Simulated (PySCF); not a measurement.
AgCl, SMILES [Ag][Cl], multiplicity 1. Geometry: PBE-D3(BJ)/def2-TZVPD. The spin state was assumed, not searched. The def2 effective core potentials stand for the cores of Ag; spin–orbit coupling is left out.

The numbers are results of PBE-D3(BJ)/def2-TZVPD run with PySCF 2.14.0, not measurements.

Harmonic wavenumbers (cm⁻¹): 325. Rotational constants (GHz): 3.624 (linear); symmetry number 1.

Work out the zero-point energy and the ideal-gas rigid-rotor harmonic-oscillator thermochemistry at 298.15 K and 1 atm.

ZPE = ½ Σ hcν = ½ × 325 cm⁻¹ = 1.94 kJ/mol. H − E(el) = 11.64 kJ/mol. Entropy in J/(mol K): translation 170.67, rotation 70.23, vibration 5.38, total 246.28. G − E(el) = -61.78 kJ/mol. Cp = 35.90 J/(mol K).
